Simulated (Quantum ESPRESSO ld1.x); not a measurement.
Results of a calculation; reference values are marked as such.
These are the eigenvalues of the occupied orbitals of an atom or ion with whole-number occupations (hartree). Level of theory: scalar-relativistic Kohn-Sham, LDA (Slater exchange, Perdew-Zunger correlation), spin-polarised, spherical densities, point nucleus (ld1.x of Quantum ESPRESSO 7.5).

orbital  eigenvalue
1s       -1076.4297
2s        -209.1627
2p        -194.0042
3s         -76.3033
3p         -71.4714

Which element is it, and in what charge state? The configuration may be excited. Open shells, if any, are filled with parallel spins first.

Answer. Z = 49, indium, charge +31: In31+ in [Ar]. The list shows which subshells hold electrons but not how many an open one holds; the 1s level, -1076.4 hartree, gives Z - s = 46.4 by -(Z - s)^2/2, which with screening and relativity narrows Z to a few neighbours, and the depths of the outer levels then fix element, charge and occupations together.
